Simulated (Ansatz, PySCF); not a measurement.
Dissociation curve of LiNa, singlet.

UHF/aug-cc-pVDZ (Ansatz, a first-principles code); RHF/aug-cc-pVDZ (Ansatz); UKS-PBE = unrestricted PBE/aug-cc-pVDZ (Ansatz); RKS-PBE = Ansatz with restricted PBE/aug-cc-pVDZ; UKS-BLYP = unrestricted BLYP/aug-cc-pVDZ run with Ansatz; RKS-BLYP = restricted BLYP/aug-cc-pVDZ (Ansatz); UKS-B3LYP/6-31G* = unrestricted B3LYP/6-31G*, spherical d run with PySCF; RKS-B3LYP/6-31G* = restricted B3LYP/6-31G*, spherical d (PySCF); UKS-B3LYP/3-21G = unrestricted B3LYP/3-21G (PySCF); RKS-B3LYP/3-21G = PySCF with restricted B3LYP/3-21G; UKS-B3LYP/6-311+G** = PySCF with unrestricted B3LYP/6-311+G**, spherical d; RKS-B3LYP/6-311+G** = restricted B3LYP/6-311+G**, spherical d run with PySCF.

Scanned distances (Å): 2.31, 2.49, 2.62, 2.73, 2.81, 2.93, 3.04, 3.08, 3.22, 3.36, 3.64, 3.87, 4.43, 4.92, 5.39, 5.93, 6.33, 7.19, 7.91, 8.90.

Problem. Where does the unrestricted solution first break spin symmetry (<S²> of 0.01 or more)?

Solution. UHF: already at 2.31 Å; UKS-PBE: between 3.64 and 3.87 Å; UKS-BLYP: between 3.87 and 4.43 Å; UKS-B3LYP/6-31G*: between 3.87 and 4.43 Å; UKS-B3LYP/3-21G: between 3.87 and 4.43 Å; UKS-B3LYP/6-311+G**: between 3.87 and 4.43 Å.

```
R / Å  <S²> UHF  E(RHF) − E(UHF) / eV  <S²> UKS-PBE  E(RKS-PBE) − E(UKS-PBE) / eV  <S²> UKS-BLYP  E(RKS-BLYP) − E(UKS-BLYP) / eV  <S²> UKS-B3LYP/6-31G*  E(RKS-B3LYP/6-31G*) − E(UKS-B3LYP/6-31G*) / eV  <S²> UKS-B3LYP/3-21G  E(RKS-B3LYP/3-21G) − E(UKS-B3LYP/3-21G) / eV  <S²> UKS-B3LYP/6-311+G**  E(RKS-B3LYP/6-311+G**) − E(UKS-B3LYP/6-311+G**) / eV
-----  --------  --------------------  ------------  ----------------------------  -------------  ------------------------------  ---------------------  ----------------------------------------------  --------------------  --------------------------------------------  ------------------------  ----------------------------------------------------
2.31       0.36                 0.048          0.00                         0.000           0.00                           0.000                   0.00                                           0.000                  0.00                                         0.000                      0.00                                                 0.000
2.49       0.29                 0.030          0.00                         0.000           0.00                           0.000                   0.00                                           0.000                  0.00                                         0.000                      0.00                                                 0.000
2.62       0.25                 0.020          0.00                         0.000           0.00                           0.000                   0.00                                           0.000                  0.00                                         0.000                      0.00                                                 0.000
2.73       0.26                 0.022          0.00                         0.000           0.00                           0.000                   0.00                                           0.000                  0.00                                         0.000                      0.00                                                 0.000
2.81       0.31                 0.030          0.00                         0.000           0.00                           0.000                   0.00                                           0.000                  0.00                                         0.000                      0.00                                                 0.000
2.93       0.37                 0.046          0.00                         0.000           0.00                           0.000                   0.00                                           0.000                  0.00                                         0.000                      0.00                                                 0.000
3.04       0.42                 0.065          0.00                         0.000           0.00                           0.000                   0.00                                           0.000                  0.00                                         0.000                      0.00                                                 0.000
3.08       0.44                 0.072          0.00                         0.000           0.00                           0.000                   0.00                                           0.000                  0.00                                         0.000                      0.00                                                 0.000
3.22       0.51                 0.104          0.00                         0.000           0.00                           0.000                   0.00                                           0.000                  0.00                                         0.000                      0.00                                                 0.000
3.36       0.58                 0.141          0.00                         0.000           0.00                           0.000                   0.00                                           0.000                  0.00                                         0.000                      0.00                                                 0.000
3.64       0.69                 0.234          0.00                         0.000           0.00                           0.000                   0.00                                           0.000                  0.00                                         0.000                      0.00                                                 0.000
3.87       0.76                 0.325          0.12                         0.003           0.00                           0.000                   0.00                                           0.000                  0.00                                         0.000                      0.00                                                 0.000
4.43       0.88                 0.577          0.45                         0.039           0.18                           0.002                   0.51                                           0.043                  0.44                                         0.028                      0.50                                                 0.041
4.92       0.94                 0.807          0.68                         0.098           0.60                           0.038                   0.76                                           0.129                  0.73                                         0.104                      0.76                                                 0.125
5.39       0.97                 1.017          0.84                         0.168           0.81                           0.093                   0.89                                           0.225                  0.87                                         0.196                      0.88                                                 0.220
5.93       0.99                 1.234          0.94                         0.250           0.93                           0.161                   0.95                                           0.331                  0.95                                         0.298                      0.95                                                 0.324
6.33       0.99                 1.376          0.97                         0.306           0.96                           0.206                   0.98                                           0.399                  0.97                                         0.364                      0.98                                                 0.392
7.19       1.00                 1.628          0.99                         0.399           0.99                           0.277                   0.99                                           0.511                  0.99                                         0.474                      0.99                                                 0.502
7.91       1.00                 1.791          1.00                         0.447           1.00                           0.312                   1.00                                           0.574                  1.00                                         0.535                      1.00                                                 0.563
8.90       1.00                 1.959          1.00                         0.482           1.00                           0.339                   1.00                                           0.628                  1.00                                         0.589                      1.00                                                 0.616
```
